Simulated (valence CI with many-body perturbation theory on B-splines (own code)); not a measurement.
# Pb LXXVI: electric-dipole lines

Calculated by valence CI with perturbative core correlation (CI+MBPT): five valence electrons over a frozen Dirac-Fock core [He], a basis of 11 s, 11 p, 10 d, 8 f, 5 g, 2 h functions for each j, with the one-electron correlation potential Σ1, the two-electron term Σ2, the three-electron term Σ3, Breit, model QED; selected CI, second order for the rest, scaled by the run's own slope (own B-spline code, finite nucleus).

The last digits are not significant, and no measured levels were compared; by estimate large intervals hold to a few tenths of a per cent, small ones and those within an open d or f shell to about a per cent. Among the levels kept, up to 7700 cm⁻¹ of a level comes from second order outside the variational space, and about a tenth of that is noise between levels of different J, which matters for small intervals.

Lines 201 to 250 of 600 in falling wavelength, among levels below 17129 eV, chosen from the strongest by gf and those to the six lowest levels. Wavelengths and rates use the calculated energies. Electric multipoles are in the length gauge with retardation, E1 and E2 with the static RPA response of the core. Weak lines are less certain than strong ones. Lines between different terms over intervals too small for the method are left out, as are lines whose strength nearly cancels. The highest levels of a list are the least certain.

Levels are named by their leading jj configuration (3d3/2^4 stands for four electrons in 3d with j = 3/2), which in mixed levels can hold well under half, so a name can repeat and another be missing. Letters in brackets count levels of one name in rising energy.

| λ vac (nm) | Upper | Lower | A (s⁻¹) | S (a.u.) |
| --- | --- | --- | --- | --- |
| 0.4638 | (2s 2p1/2 2p3/2^3) J=3/2 [a] | (2s^2 2p1/2 2p3/2^2) J=5/2 | 8.50e+11 | 1.67e-04 |
| 0.4637 | (2s 2p1/2 2p3/2^2 3d5/2) J=7/2 [b] | (2s^2 2p1/2 2p3/2 3d5/2) J=5/2 [a] | 3.61e+12 | 1.42e-03 |
| 0.4619 | (2p1/2^2 2p3/2^2 3s) J=5/2 | (2s 2p1/2^2 2p3/2 3s) J=3/2 [b] | 2.09e+13 | 6.10e-03 |
| 0.4615 | (2p1/2^2 2p3/2^2 3p3/2) J=7/2 | (2s 2p1/2^2 2p3/2 3p3/2) J=5/2 [b] | 2.51e+13 | 9.75e-03 |
| 0.4615 | (2p1/2^2 2p3/2^2 3p3/2) J=5/2 | (2s 2p1/2^2 2p3/2 3p3/2) J=5/2 [b] | 5.12e+12 | 1.49e-03 |
| 0.4604 | (2p1/2^2 2p3/2^2 3p1/2) J=5/2 | (2s 2p1/2^2 2p3/2 3p1/2) J=3/2 [b] | 2.43e+13 | 7.03e-03 |
| 0.4604 | (2p1/2^2 2p3/2^2 3p1/2) J=3/2 | (2s 2p1/2^2 2p3/2 3p1/2) J=1/2 | 2.07e+13 | 3.99e-03 |
| 0.4599 | (2s 2p1/2 2p3/2^2 3p3/2) J=5/2 [b] | (2s^2 2p1/2 2p3/2 3p3/2) J=3/2 [a] | 9.37e+12 | 2.70e-03 |
| 0.4598 | (2s 2p1/2 2p3/2^3) J=3/2 [a] | (2s^2 2p1/2 2p3/2^2) J=3/2 | 2.57e+13 | 4.93e-03 |
| 0.4596 | (2p1/2^2 2p3/2^2 3s) J=3/2 | (2s 2p1/2^2 2p3/2 3s) J=3/2 [b] | 9.89e+12 | 1.90e-03 |
| 0.4578 | (2p1/2^2 2p3/2^2 3s) J=3/2 | (2s 2p1/2^2 2p3/2 3s) J=1/2 | 1.99e+13 | 3.78e-03 |
| 0.4570 | (2s 2p1/2 2p3/2^2 3p3/2) J=3/2 [e] | (2s^2 2p1/2 2p3/2 3p3/2) J=1/2 [b] | 7.43e+12 | 1.40e-03 |
| 0.4565 | (2s 2p1/2 2p3/2^2 3p3/2) J=1/2 [c] | (2s^2 2p1/2 2p3/2 3p3/2) J=1/2 [b] | 1.49e+13 | 1.40e-03 |
| 0.4564 | (2s 2p1/2 2p3/2^3) J=5/2 | (2s^2 2p1/2 2p3/2^2) J=5/2 | 2.51e+13 | 7.06e-03 |
| 0.4562 | (2p1/2^2 2p3/2^2 3p3/2) J=3/2 | (2s 2p1/2^2 2p3/2 3p3/2) J=1/2 [b] | 2.08e+13 | 3.89e-03 |
| 0.4554 | (2s 2p1/2 2p3/2^2 3p3/2) J=7/2 [c] | (2s^2 2p1/2 2p3/2 3p3/2) J=5/2 [b] | 9.46e+12 | 3.53e-03 |
| 0.4549 | (2s 2p1/2 2p3/2^2 3p3/2) J=5/2 [c] | (2s^2 2p1/2 2p3/2 3p3/2) J=3/2 [b] | 1.04e+13 | 2.91e-03 |
| 0.4546 | (2s 2p1/2 2p3/2^2 3d5/2) J=7/2 [c] | (2s^2 2p1/2 2p3/2 3d5/2) J=5/2 [b] | 7.71e+12 | 2.86e-03 |
| 0.4544 | (2s 2p1/2 2p3/2^2 3d5/2) J=9/2 [c] | (2s^2 2p1/2 2p3/2 3d5/2) J=7/2 [b] | 1.09e+13 | 5.06e-03 |
| 0.4537 | (2s 2p1/2 2p3/2^3) J=1/2 | (2s^2 2p1/2 2p3/2^2) J=1/2 | 1.79e+13 | 1.65e-03 |
| 0.4535 | (2s 2p1/2 2p3/2^2 3d5/2) J=7/2 [d] | (2s^2 2p1/2 2p3/2 3d5/2) J=7/2 [b] | 6.01e+12 | 2.21e-03 |
| 0.4534 | (2s 2p1/2 2p3/2^2 3p3/2) J=3/2 [d] | (2s^2 2p1/2 2p3/2 3p3/2) J=3/2 [b] | 1.75e+13 | 3.21e-03 |
| 0.4534 | (2s 2p1/2 2p3/2^2 3d5/2) J=5/2 [d] | (2s^2 2p1/2 2p3/2 3d5/2) J=5/2 [b] | 1.32e+13 | 3.65e-03 |
| 0.4531 | (2s 2p1/2 2p3/2^2 3d5/2) J=3/2 [d] | (2s^2 2p1/2 2p3/2 3d5/2) J=1/2 | 1.33e+13 | 2.45e-03 |
| 0.4531 | (2s 2p1/2 2p3/2^2 3d5/2) J=3/2 [c] | (2s^2 2p1/2 2p3/2 3d5/2) J=3/2 [b] | 1.05e+13 | 1.93e-03 |
| 0.4530 | (2s 2p1/2^2 2p3/2 3d5/2) J=7/2 [b] | (2s^2 2p1/2^2 3d5/2) J=5/2 | 3.10e+13 | 1.14e-02 |
| 0.4527 | (2s 2p1/2^2 2p3/2 3p3/2) J=5/2 [b] | (2s^2 2p1/2^2 3p3/2) J=3/2 | 3.38e+13 | 9.28e-03 |
| 0.4526 | (2s 2p1/2 2p3/2^3) J=3/2 [b] | (2s^2 2p1/2 2p3/2^2) J=1/2 | 1.67e+13 | 3.05e-03 |
| 0.4526 | (2s 2p1/2 2p3/2^3) J=5/2 | (2s^2 2p1/2 2p3/2^2) J=3/2 | 1.65e+12 | 4.54e-04 |
| 0.4526 | (2s 2p1/2 2p3/2^2 3d5/2) J=5/2 [e] | (2s^2 2p1/2 2p3/2 3d5/2) J=3/2 [b] | 1.38e+13 | 3.79e-03 |
| 0.4525 | (2s 2p1/2 2p3/2^2 3d3/2) J=3/2 [c] | (2s^2 2p1/2 2p3/2 3d3/2) J=5/2 [a] | 1.72e+13 | 3.14e-03 |
| 0.4524 | (2s 2p1/2 2p3/2^2 3d5/2) J=7/2 [e] | (2s^2 2p1/2 2p3/2 3d5/2) J=7/2 [b] | 1.78e+13 | 6.50e-03 |
| 0.4524 | (2p1/2 2p3/2^4) J=1/2 | (2s 2p1/2 2p3/2^3) J=3/2 [b] | 7.20e+13 | 6.58e-03 |
| 0.4522 | (2s 2p1/2 2p3/2^2 3d5/2) J=3/2 [d] | (2s^2 2p1/2 2p3/2 3d5/2) J=3/2 [b] | 7.85e+12 | 1.43e-03 |
| 0.4520 | (2p1/2^2 2p3/2^3) J=3/2 | (2s 2p1/2^2 2p3/2^2) J=3/2 | 5.28e+13 | 9.63e-03 |
| 0.4518 | (2s 2p1/2 2p3/2^2 3d5/2) J=7/2 [c] | (2s^2 2p1/2 2p3/2 3d5/2) J=5/2 [a] | 5.51e+12 | 2.01e-03 |
| 0.4518 | (2s 2p1/2^2 2p3/2 3d3/2) J=3/2 [b] | (2s^2 2p1/2^2 3d3/2) J=3/2 | 3.43e+13 | 6.25e-03 |
| 0.4518 | (2p1/2^2 2p3/2^3) J=3/2 | (2s 2p1/2^2 2p3/2^2) J=1/2 | 1.25e+13 | 2.27e-03 |
| 0.4518 | (2s 2p1/2 2p3/2^2 3p3/2) J=5/2 [e] | (2s^2 2p1/2 2p3/2 3p3/2) J=5/2 [b] | 2.74e+13 | 7.48e-03 |
| 0.4517 | (2s 2p1/2 2p3/2^2 3s) J=1/2 [a] | (2s^2 2p1/2 2p3/2 3s) J=3/2 [a] | 2.28e+13 | 2.08e-03 |
| 0.4513 | (2p1/2 2p3/2^4) J=1/2 | (2s 2p1/2 2p3/2^3) J=1/2 | 3.46e+13 | 3.14e-03 |
| 0.4513 | (2s 2p1/2 2p3/2^2 3p3/2) J=3/2 [f] | (2s^2 2p1/2 2p3/2 3p3/2) J=1/2 [b] | 1.21e+13 | 2.20e-03 |
| 0.4511 | (2s 2p1/2 2p3/2^2 3s) J=3/2 [b] | (2s^2 2p1/2 2p3/2 3s) J=3/2 [b] | 8.44e+12 | 1.53e-03 |
| 0.4511 | (2s 2p1/2 2p3/2^2 3d3/2) J=3/2 [f] | (2s^2 2p1/2 2p3/2 3d3/2) J=1/2 [b] | 1.08e+13 | 1.95e-03 |
| 0.4511 | (2s 2p1/2 2p3/2^2 3p3/2) J=3/2 [c] | (2s^2 2p1/2 2p3/2 3p3/2) J=5/2 [a] | 1.98e+13 | 3.59e-03 |
| 0.4510 | (2s 2p1/2^2 2p3/2 3d3/2) J=5/2 [b] | (2s^2 2p1/2^2 3d3/2) J=3/2 | 3.11e+13 | 8.46e-03 |
| 0.4510 | (2s 2p1/2 2p3/2^2 3p3/2) J=3/2 [e] | (2s^2 2p1/2 2p3/2 3p3/2) J=3/2 [b] | 1.29e+13 | 2.33e-03 |
| 0.4510 | (2s 2p1/2 2p3/2^2 3d5/2) J=3/2 [e] | (2s^2 2p1/2 2p3/2 3d5/2) J=1/2 | 1.06e+13 | 1.91e-03 |
| 0.4510 | (2s 2p1/2^2 2p3/2 3p1/2) J=1/2 | (2s^2 2p1/2^2 3p1/2) J=1/2 | 3.63e+13 | 3.28e-03 |
| 0.4510 | (2s 2p3/2^4) J=1/2 | (2s^2 2p3/2^3) J=3/2 | 5.56e+13 | 5.03e-03 |
